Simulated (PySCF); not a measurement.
## Trend along the alkali metals: MSi molecules

PBE0 with double-zeta basis sets in PySCF, for the lowest determinant that a PBE0 search found; no spin–orbit coupling. De refers to high-spin ground-configuration atoms. A positive dipole means M(−)Si(+).

```tsv
M	basis	state (unpaired electrons)	Re (Å)	ωe (cm⁻¹)	De (eV)	μ (D)
Li	x2c-SVPall	quartet (σ ↑, π ↑↑)	2.360	453	1.78	-6.07
Na	def2-SVPD	quartet (σ ↑, π ↑↑)	2.706	255	1.45	-7.09
K	x2c-SVPall	quartet (σ ↑, π ↑↑)	3.056	204	1.51	-9.36
Rb	def2-SVP	quartet (σ ↑, π ↑↑)	3.220	173	1.55	-10.25
Cs	def2-SVP	quartet (σ ↑, π ↑↑)	3.350	165	1.68	-10.28
```

The shortest bond is that of LiSi (2.360 Å), the longest that of CsSi (3.350 Å).

The rows differ in basis set, which adds steps of its own.

Down a group the atoms grow and get heavier, so bonds lengthen and wavenumbers fall; this series shows no clear exception.

These are scalar-relativistic numbers at best; spin–orbit coupling would shift them, the dissociation energy most. States were picked by a PBE0 search and need not be the measured ground states.
